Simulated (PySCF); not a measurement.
Isomers of C7H6FN.

All values: PBE0/def2-SVPD (PySCF) at GFN2-xTB geometries, gas phase, one conformer each. Core orbitals are frozen in the response; Δα² is half the sum of the squared differences of the principal polarisabilities.

(1) Rank by mean static polarisability, lowest first.
A. `[CH:1]#[C:2][CH:3]([C:4]#[CH:5])/[N:6]=[CH:7]/[CH2:8][F:9]` with C2–C3–N6–C7 122°, N6–C7–C8–F9 175°
B. `[CH2:1]=[CH:2]/[C:3](=[CH:4]\[C:5]#[N:6])[C:7](=[CH2:8])[F:9]` with C1–C2–C3–C4 -151°, C2–C3–C7–C8 28°
C. `C=C1/C(=C\F)C[C@@H]1C#N`

(2) Rank by dipole moment, lowest first.
A. `[CH2:1]=[CH:2]/[C:3](=[CH:4]\[C:5]#[N:6])[C:7](=[CH2:8])[F:9]` with C1–C2–C3–C4 -151°, C2–C3–C7–C8 28°
B. `C=C1/C(=C\F)C[C@@H]1C#N`
C. `[CH:1]#[C:2][CH:3]([C:4]#[CH:5])/[N:6]=[CH:7]/[CH2:8][F:9]` with C2–C3–N6–C7 122°, N6–C7–C8–F9 175°
D. `C=C1C[C@](F)(C#N)C1=C`

(3) Rank by HOMO–LUMO gap, highest first.
A. `C=C1C[C@](F)(C#N)C1=C`
B. `[CH2:1]=[CH:2]/[C:3](=[CH:4]\[C:5]#[N:6])[C:7](=[CH2:8])[F:9]` with C1–C2–C3–C4 -151°, C2–C3–C7–C8 28°
C. `[CH:1]#[C:2][CH:3]([C:4]#[CH:5])/[N:6]=[CH:7]/[CH2:8][F:9]` with C2–C3–N6–C7 122°, N6–C7–C8–F9 175°

## Answers

(1) C (12.72 Å³), A (13.12 Å³), B (14.33 Å³).

(2) C (0.62 D), B (3.78 D), D (3.94 D), A (4.38 D).

(3) C (6.93 eV), A (5.39 eV), B (4.80 eV).

All values together:

| SMILES | μ (D) | HOMO (eV) | LUMO (eV) | α (Å³) | Δα (Å³) |
| --- | --- | --- | --- | --- | --- |
| C#CC(C#C)/N=C/CF | 0.62 | -7.89 | -0.95 | 13.12 | 5.13 |
| C=C1/C(=C\F)C[C@@H]1C#N | 3.78 | -7.15 | -1.66 | 12.72 | 5.80 |
| C=C1C[C@](F)(C#N)C1=C | 3.94 | -7.51 | -2.12 | 12.77 | 4.82 |
| C=C/C(=C\C#N)C(=C)F | 4.38 | -7.36 | -2.56 | 14.33 | 11.50 |

Conformers: `[CH:1]#[C:2][CH:3]([C:4]#[CH:5])/[N:6]=[CH:7]/[CH2:8][F:9]` with C2–C3–N6–C7 122°, N6–C7–C8–F9 175°; `[CH2:1]=[CH:2]/[C:3](=[CH:4]\[C:5]#[N:6])[C:7](=[CH2:8])[F:9]` with C1–C2–C3–C4 -151°, C2–C3–C7–C8 28°.
